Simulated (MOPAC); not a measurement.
MOPAC input (PM7):

```
PM7 PRECISE GNORM=0.05 LET XYZ CHARGE=-1 GEO-OK AUX(PRECISION=9) THREADS=1
C3H9Ge

C     1.83031300 1   -0.38583300 1   -0.55097800 1
Ge    0.16365500 1    0.04964900 1    0.21422100 1
C    -1.04861900 1    1.55779700 1   -0.45115900 1
C    -1.11458400 1   -1.49659800 1    0.13990100 1
H     2.58236000 1    0.39320000 1   -0.38219900 1
H     1.74670000 1   -0.59371100 1   -1.62497400 1
H     0.28107800 1    0.41430700 1    1.74478900 1
H    -1.31001200 1    1.38079500 1   -1.49899300 1
H    -1.97408400 1    1.63870800 1    0.13102500 1
H    -0.51513400 1    2.51036200 1   -0.39399600 1
H    -0.67934300 1   -2.36267500 1    0.64105500 1
H    -2.07408000 1   -1.25576000 1    0.60591800 1
H    -1.29712100 1   -1.76619400 1   -0.90428100 1
```

From the output:

```
                                                       MOPAC v23.2.5 Linux

          FINAL HEAT OF FORMATION =          9.06052 KCAL/MOL =      37.90922 KJ/MOL

          COSMO AREA              =        129.03 SQUARE ANGSTROMS
          COSMO VOLUME            =        120.44 CUBIC ANGSTROMS

          GRADIENT NORM           =          0.02580          =       0.00715 PER ATOM
          IONIZATION POTENTIAL    =          1.710809 EV
          HOMO LUMO ENERGIES (EV) =         -1.711  5.012
          NO. OF FILLED LEVELS    =         13
          MOLECULAR WEIGHT        =        117.6941         POINT GROUP:  Cs

          MOLECULAR DIMENSIONS (Angstroms)

            Atom       Atom       Distance
            H    11    H    10     4.86683
            H    12    H     5     4.61493
            H     7    H     6     3.23985

          SCF CALCULATIONS        =         59

   ATOM   CHEMICAL          X               Y               Z
  NUMBER   SYMBOL      (ANGSTROMS)     (ANGSTROMS)     (ANGSTROMS)

     1       C          1.71229960  *  -0.18568506  *  -0.61944969  *
     2      Ge          0.14097548  *   0.05122006  *   0.23068274  *
     3       C         -1.01237108  *   1.50459646  *  -0.49017546  *
     4       C         -1.11388967  *  -1.49215931  *   0.15767418  *
     5       H          2.62026413  *  -0.10550518  *  -0.10666072  *
     6       H          1.74458204  *  -0.40777623  *  -1.64162004  *
     7       H          0.37525460  *   0.36049483  *   1.69491208  *
     8       H         -1.23992370  *   1.24268397  *  -1.51323365  *
     9       H         -1.90542075  *   1.57591069  *   0.10519126  *
    10       H         -0.43066013  *   2.41353822  *  -0.45475786  *
    11       H         -0.60043145  *  -2.33604989  *   0.59339307  *
    12       H         -2.01062038  *  -1.24498405  *   0.69797570  *
    13       H         -1.32034608  *  -1.67521009  *  -0.88685543  *

                             CARTESIAN COORDINATES

   1    C        1.712299602    -0.185685056    -0.619449689
   2   Ge        0.140975482     0.051220060     0.230682738
   3    C       -1.012371076     1.504596456    -0.490175463
   4    C       -1.113889671    -1.492159314     0.157674178
   5    H        2.620264130    -0.105505178    -0.106660721
   6    H        1.744582042    -0.407776227    -1.641620044
   7    H        0.375254602     0.360494830     1.694912081
   8    H       -1.239923702     1.242683971    -1.513233650
   9    H       -1.905420748     1.575910692     0.105191260
  10    H       -0.430660134     2.413538225    -0.454757865
  11    H       -0.600431447    -2.336049894     0.593393069
  12    H       -2.010620380    -1.244984053     0.697975696
  13    H       -1.320346080    -1.675210089    -0.886855431

           Empirical Formula: C3 H9 Ge  =    13 atoms

      MOLECULAR POINT GROUP   :   Cs

                  EIGENVALUES
 -19.94184 -19.26959 -15.86587 -11.24542  -9.75625  -9.59001  -9.23749  -9.04789
  -7.97963  -5.73225  -5.64690  -5.30580  -1.71081   5.01205   5.59219   6.63645
  10.01403  10.54517  10.58250  10.58499  10.61991  11.72235  11.78181  12.99578
  13.96657

              NET ATOMIC CHARGES AND DIPOLE CONTRIBUTIONS

  ATOM NO.   TYPE          CHARGE      No. of ELECS.   s-Pop       p-Pop
    1          C          -0.849581        4.8496     1.00102     3.84856
    2         Ge          -0.182473        4.1825     0.99604     3.18643
    3          C          -0.590397        4.5904     1.04449     3.54590
    4          C          -0.590344        4.5903     1.04448     3.54586
    5          H           0.127070        0.8729     0.87293
    6          H           0.132568        0.8674     0.86743
    7          H           0.120283        0.8797     0.87972
    8          H           0.146636        0.8534     0.85336
    9          H           0.127295        0.8727     0.87270
   10          H           0.142512        0.8575     0.85749
   11          H           0.142114        0.8579     0.85789
   12          H           0.127446        0.8726     0.87255
   13          H           0.146871        0.8531     0.85313
 DIPOLE           X         Y         Z       TOTAL
 POINT-CHG.    -2.959     0.573     2.186     3.723
 HYBRID        -0.645     0.023     0.007     0.645
 SUM           -3.604     0.596     2.192     4.260

          ATOMIC ORBITAL ELECTRON POPULATIONS

     Atom    s        px        py        pz
    1  C   1.00102   1.01467   1.68624   1.14765
    2 Ge   0.99604   1.03657   1.01239   1.13747
    3  C   1.04449   1.16669   1.19643   1.18279
    4  C   1.04448   1.16976   1.20461   1.17148
    5  H   0.87293
    6  H   0.86743
    7  H   0.87972
    8  H   0.85336
    9  H   0.87270
   10  H   0.85749
   11  H   0.85789
   12  H   0.87255
   13  H   0.85313

 **********************
 *                    *
 * JOB ENDED NORMALLY *
 *                    *
 **********************

 == MOPAC DONE ==
```

The dipole moment of an ion depends on the origin.

The geometry given is a B3LYP-D3(BJ)/def2-TZVP minimum.
